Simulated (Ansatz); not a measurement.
Cu₂Cl₂⁻. The state is a doublet with charge -1. Geometry r2SCAN-D4/def2-SVP, that of the neutral singlet.

```xyz
4

Cu    0.138   -0.359   -1.072
Cu   -0.138    0.359    1.072
Cl   -1.438   -1.301    0.250
Cl    1.438    1.300   -0.250
```

At PBE-D4/def2-TZVPD, r2SCAN-D4/def2-TZVPD, PBE0-D4/def2-TZVPD the highest occupied level of the charge -1 doublet lies above zero (up to 1.03 eV). By energy differences its removal costs 0.97 eV (vertical, to the charge 0 singlet, at PBE-D4/def2-TZVPD); a positive level beside a positive removal energy at the same level points to self-interaction error. The structure comes from a short search, and lower isomers may exist.

(1) Estimate the α-spin orbital energies around the gap (eV) in Ansatz with PBE-D4/def2-TZVPD, r2SCAN-D4/def2-TZVPD, PBE0-D4/def2-TZVPD.

Results:

(1) 
```tsv
orbital	PBE-D4/def2-TZVPD	r2SCAN-D4/def2-TZVPD	PBE0-D4/def2-TZVPD
HOMO−5	-1.28	-1.41	-3.29
HOMO−4	-1.21	-1.34	-3.25
HOMO−3	-1.15	-1.30	-2.97
HOMO−2	-0.94	-1.07	-2.60
HOMO−1	-0.75	-0.87	-2.42
HOMO	1.03	0.91	0.71
LUMO	1.54	1.44	2.04
LUMO+1	2.98	3.14	3.49
LUMO+2	3.09	3.56	3.51
LUMO+3	3.38	3.82	3.83
LUMO+4	3.58	3.85	4.05
LUMO+5	3.59	4.05	4.10
β HOMO	-0.65	-0.75	-2.35
β LUMO	1.55	1.87	2.34
```
